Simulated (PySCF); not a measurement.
## Group charges in `C[Si](C)(C)O[SiH3]`

C₃H₁₂OSi₂.
SMILES with atom numbers: `[CH3:1][Si:2]([CH3:3])([CH3:4])[O:5][SiH3:6]` (hydrogens: H7, H8, H9 on C1; H10, H11, H12 on C3; H13, H14, H15 on C4; H16, H17, H18 on Si6)

Cartesian coordinates in Å at the GFN2-xTB level; atoms count from 1:
```
atom  x, y, z in Å
C1    -0.3196   -1.4770    1.4674
Si2   -0.3898   -0.0682    0.1894
C3    -1.3882   -0.5814   -1.3478
C4    -1.0909    1.5310    0.9464
O5     1.1474    0.2379   -0.2685
Si6    2.5720    0.4863   -0.9852
H7    -1.2796   -1.6203    1.9536
H8     0.4142   -1.2674    2.2399
H9    -0.0433   -2.4186    1.0022
H10   -0.9009   -1.3945   -1.8779
H11   -2.3860   -0.9136   -1.0793
H12   -1.4937    0.2447   -2.0450
H13   -1.1302    2.3295    0.2113
H14   -2.0981    1.3798    1.3223
H15   -0.4789    1.8788    1.7731
H16    2.3722    1.4892   -2.0316
H17    3.0129   -0.7911   -1.5467
H18    3.4718    0.9612    0.0649
```

Atomic charges (e) from the PBE0/pcSseg-1 density (PySCF):

```tsv
atom	Mulliken	IAO	Hirshfeld	ESP-fitted
C1	-0.6414	-0.7425	-0.2221	-0.7722
Si2	+1.1245	+1.2935	+0.4726	+1.1594
C3	-0.6461	-0.7446	-0.2223	-0.7604
C4	-0.6408	-0.7425	-0.2220	-0.7484
O5	-0.7226	-0.8852	-0.3042	-0.5717
Si6	+0.7263	+0.8945	+0.3904	+0.6212
H7	+0.1296	+0.1519	+0.0384	+0.1615
H8	+0.1351	+0.1562	+0.0409	+0.1699
H9	+0.1326	+0.1538	+0.0403	+0.1685
H10	+0.1334	+0.1540	+0.0402	+0.1662
H11	+0.1314	+0.1536	+0.0393	+0.1601
H12	+0.1328	+0.1535	+0.0401	+0.1643
H13	+0.1328	+0.1539	+0.0404	+0.1629
H14	+0.1297	+0.1520	+0.0386	+0.1559
H15	+0.1344	+0.1553	+0.0408	+0.1624
H16	-0.1313	-0.1542	-0.0843	-0.1346
H17	-0.1313	-0.1539	-0.0842	-0.1337
H18	-0.1291	-0.1493	-0.0829	-0.1315
```

Cut each of the bonds C1–Si2, O5–Si2 and Si6–O5 in turn and sum the charges on the side of the atom named first.

In e; the other side holds the opposite charge:

```json
{"bond cut": "C1–Si2", "piece": "CH3", "atoms": "4", "Mulliken": "-0.244", "IAO": "-0.281", "Hirshfeld": "-0.103", "ESP-fitted": "-0.272"}
{"bond cut": "O5–Si2", "piece": "SiOH3", "atoms": "5", "Mulliken": "-0.388", "IAO": "-0.448", "Hirshfeld": "-0.165", "ESP-fitted": "-0.350"}
{"bond cut": "Si6–O5", "piece": "SiH3", "atoms": "4", "Mulliken": "+0.335", "IAO": "+0.437", "Hirshfeld": "+0.139", "ESP-fitted": "+0.221"}
```

Extremes among these pieces. Mulliken: lowest SiOH3 at O5, highest SiH3 at Si6; IAO: lowest SiOH3 at O5, highest SiH3 at Si6; Hirshfeld: lowest SiOH3 at O5, highest SiH3 at Si6; ESP-fitted: lowest SiOH3 at O5, highest SiH3 at Si6.

Do the schemes agree better on the pieces than on the single atoms at the cuts?

The spread between schemes averages 0.253 e for the pieces and 0.545 e for the atoms named first; it is smaller for the piece at 3 of the 3 cuts. On average they agree better on the pieces.

Geometry: GFN2-xTB; no solvent, vibrations or thermal averaging.

The run behind these numbers computed NMR shieldings as well. On one thread of an x86-64 server, no GPU, shared host, this took 23 s of wall time.
